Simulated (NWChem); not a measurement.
# CH4ClFSi; SMILES C[SiH](F)Cl

```xyz
8

Si    -0.0931     0.4038    -0.3781
C      1.3493     1.3661     0.2678
F     -1.4503     0.9397     0.3284
Cl     0.1114    -1.5862     0.1130
H     -0.2878     0.5021    -1.8447
H      1.2372     2.4349     0.0273
H      2.2883     1.0050    -0.1785
H      1.4223     1.2607     1.3608
```
Atoms are numbered in this order, from 1.

Computed with NWChem. Geometry optimised at PBE0/def2-SVP; all other runs use it. 

| quantity | level | value |
|---|---|---|
| cavity-dispersion-structure term (kcal/mol) in n-hexane | PBE0/def2-SVP, SMD | -1.1 |
| isotropic polarisability (bohr³), static | PBE/def2-SVPD | 53.9 |
| vertical, lowest excitation, singlet (eV) | PBE/def2-SVPD, TDA | 7.38 |
| −ε(HOMO) (eV) | PBE/def2-SVP | 7.41 |
| dipole (D) | PBE0/def2-SVP | 2.22 |
| highest harmonic frequency (cm⁻¹) | PBE0/def2-SVP | 3178 |
